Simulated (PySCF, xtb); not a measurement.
Sn(H)(F)(NH2)2 (FH5N2Sn), SMILES [NH2][SnH]([NH2])[F]. One conformer was computed; it need not be the lowest.

Harmonic wavenumbers (cm⁻¹) from GFN2-xTB run with xtb 6.7.1 at its own minimum, in rising order: 96, 121, 135, 148, 167, 380, 442, 475, 485, 537, 698, 704, 765, 794, 1459, 1465, 1563, 3388, 3396, 3419, 3427.

Q: What does PBE-D3(BJ)/def2-SVP (PySCF) give at its own minimum? (The exact figures need the calculation; the answer reports its results.)

A: 95, 123, 146, 174, 182, 490, 527, 534, 573, 581, 640, 654, 827, 864, 1486, 1496, 1886, 3407, 3412, 3507, 3508. Paired by order, the mean absolute difference is 60 cm⁻¹ and the zero-point energies are 34.4 and 35.9 kcal/mol.
